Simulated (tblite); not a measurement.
Compound: C7H7F.
Numbering: `[CH:1]#[C:2][C@@H:3]1[CH2:4][C@:5]12[CH2:6][C@@H:7]2[F:8]` (hydrogens: H9 on C1; H10 on C3; H11, H12 on C4; H13, H14 on C6; H15 on C7)

Computed with GFN2-xTB (tblite), gas phase: Langevin dynamics at 400 K from the optimised GFN2-xTB geometry, time step 0.5 fs, friction 0.01 fs⁻¹, 2000 steps. The instantaneous temperature is 2·E(kin)/(3Nk) with all 3N coordinates.

```
t (fs)  T (K)  E(pot) above start (eV)  C1≡C2 (Å)  C2–C3 (Å)  C3–C4 (Å)  C4–C5 (Å)  C5–C6 (Å)  C1–H9 (Å)
     0    319                    0.000      1.198      1.429      1.521      1.478      1.484      1.049
    25    182                    0.353      1.214      1.412      1.547      1.486      1.510      1.065
    50    237                    0.391      1.196      1.386      1.537      1.446      1.472      1.046
    75    259                    0.398      1.182      1.425      1.552      1.437      1.488      1.060
   100    308                    0.339      1.216      1.408      1.526      1.520      1.523      1.020
   125    302                    0.500      1.212      1.434      1.527      1.465      1.521      1.098
   150    323                    0.515      1.177      1.464      1.558      1.452      1.455      1.015
   175    257                    0.725      1.172      1.358      1.542      1.553      1.454      1.098
   200    352                    0.729      1.231      1.390      1.594      1.528      1.456      1.011
   225    414                    0.507      1.186      1.397      1.538      1.426      1.514      1.085
   250    308                    0.702      1.178      1.424      1.471      1.460      1.598      1.010
   275    390                    0.522      1.228      1.446      1.559      1.454      1.498      1.054
   300    418                    0.599      1.211      1.376      1.534      1.518      1.444      1.065
   325    372                    0.626      1.177      1.479      1.526      1.468      1.437      1.028
   350    386                    0.638      1.195      1.463      1.503      1.509      1.495      1.070
   375    390                    0.817      1.194      1.380      1.532      1.418      1.512      1.040
   400    498                    0.862      1.199      1.454      1.570      1.457      1.536      1.031
   425    418                    0.618      1.191      1.478      1.465      1.477      1.452      1.082
   450    244                    0.614      1.226      1.494      1.496      1.525      1.463      1.033
   475    329                    0.566      1.216      1.417      1.517      1.513      1.454      1.075
   500    312                    0.583      1.182      1.440      1.541      1.502      1.480      1.027
   525    424                    0.605      1.200      1.430      1.618      1.484      1.522      1.080
   550    334                    0.786      1.213      1.388      1.544      1.547      1.465      1.034
   575    454                    0.484      1.190      1.456      1.527      1.483      1.477      1.070
   600    635                    0.346      1.198      1.438      1.516      1.466      1.516      1.025
   625    354                    0.720      1.207      1.417      1.560      1.465      1.509      1.077
   650    387                    0.503      1.202      1.414      1.510      1.505      1.513      1.040
   675    287                    0.688      1.199      1.457      1.535      1.491      1.519      1.071
   700    281                    0.735      1.193      1.378      1.521      1.502      1.462      1.044
   725    285                    0.752      1.207      1.420      1.585      1.463      1.558      1.044
   750    386                    0.541      1.191      1.415      1.601      1.517      1.483      1.079
   775    397                    0.422      1.207      1.402      1.547      1.521      1.494      1.039
   800    420                    0.506      1.196      1.446      1.505      1.480      1.544      1.071
   825    284                    0.747      1.207      1.461      1.549      1.472      1.449      1.051
   850    329                    0.641      1.218      1.422      1.569      1.482      1.518      1.019
   875    343                    0.721      1.175      1.398      1.581      1.468      1.424      1.093
   900    428                    0.564      1.222      1.399      1.481      1.502      1.463      1.001
   925    461                    0.641      1.208      1.463      1.525      1.489      1.505      1.082
   950    504                    0.772      1.187      1.503      1.480      1.529      1.502      1.015
   975    417                    0.830      1.209      1.468      1.471      1.477      1.493      1.078
  1000    440                    0.854      1.224      1.462      1.562      1.436      1.500      1.040
```

Q: From 500 fs on, how do temperature and potential energy compare with equipartition?

A: The mean temperature of these 21 frames is 389 K against the target 400 K, and the mean potential energy 0.64 eV against 39 × kT/2 = 0.67 eV for 39 classical harmonic modes. For 15 atoms in a canonical ensemble the temperature itself scatters by T·√(2/(3N)) = 84 K; here its standard deviation is 84 K. The whole run lasts only 10 friction times of 100 fs, so these averages carry a wide statistical error.

Q: What are the kinetic and total energies of the listed frame with the highest potential energy?

A: The one at 400 fs, 0.862 eV above the start. Its kinetic energy is 3NkT/2 = 0.966 eV at 498 K, so the sum is 1.83 eV; over the listed frames the sum runs from 0.62 to 1.83 eV, since the thermostat adds and removes energy.

Q: How much do the listed bonds fluctuate from 500 fs on?

A: 
```json
{"bond": "C1≡C2", "at the start (Å)": "1.198", "mean (Å)": "1.202", "standard deviation (Å)": "0.012"}
{"bond": "C2–C3", "at the start (Å)": "1.429", "mean (Å)": "1.432", "standard deviation (Å)": "0.031"}
{"bond": "C3–C4", "at the start (Å)": "1.521", "mean (Å)": "1.539", "standard deviation (Å)": "0.038"}
{"bond": "C4–C5", "at the start (Å)": "1.478", "mean (Å)": "1.489", "standard deviation (Å)": "0.025"}
{"bond": "C5–C6", "at the start (Å)": "1.484", "mean (Å)": "1.495", "standard deviation (Å)": "0.031"}
{"bond": "C1–H9", "at the start (Å)": "1.049", "mean (Å)": "1.051", "standard deviation (Å)": "0.026"}
```

The motion is classical and holds no zero-point motion.

The cost below is that of the whole dynamics run. Hardware: Intel Xeon Platinum 8488C, one thread, on a shared host. Cost: 17 s wall, 0.18 GiB resident at most.
